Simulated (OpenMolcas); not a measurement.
Cr4+ (d2) in a complex was computed by CASSCF with the d shell active (OpenMolcas, ANO-RCC-VTZP on the metal). Its lowest spin-free states, and all those of the highest spin:

| 2S+1 | Degeneracy | E (cm-1) |
| --- | --- | --- |
| 3 | 2 | 0.0 |
| 3 | 1 | 436.8 |
| 3 | 1 | 1114 |
| 3 | 2 | 9794 |
| 1 | 1 | 11166 |
| 1 | 1 | 11804 |
| 1 | 2 | 12105 |
| 1 | 1 | 14606 |
| 1 | 1 | 18136 |
| 1 | 1 | 20057 |
| 1 | 2 | 20245 |
| 3 | 1 | 25436 |
| 3 | 2 | 34496 |
| 3 | 1 | 45789 |

**Question.** Is the site octahedral, tetrahedral or cube-like, axial, or of lower symmetry?

**Answer.** The states with 2S+1 = 3 have orbital degeneracies 2, 1, 1, 2, 1, 2, 1. There are pairs but no triples, so the site is axial: not cubic, but with a proper or improper axis of order three or more. The run had Cr4+ with 4 ligands (chloride) in square-planar coordination (D4h) at 2.17 Å. Ligand basis ANO-RCC-VDZP.

An orbital doublet at a regular site is open to a Jahn-Teller distortion, which this geometry leaves out. Without dynamic correlation the repulsion within the d shell is too large (B by tens of per cent), so at a given field states of lower spin stand too high. The least metal-like active orbital is 66 % on the metal (Löwdin) and no ligand orbital is active, so the numbers are rough. Ligand-to-metal charge-transfer states are missing. With no ligand orbital active B as a rule stays too high, so bands that hang on it stand too high and its fall with covalency is understated. With metal d orbitals alone and no dynamic correlation the field as a rule comes out too small, by tens of per cent, by up to half for chloride and softer ligands. No measured value stands beside these numbers; the geometry was imposed, not optimised, and the real ion may take another.
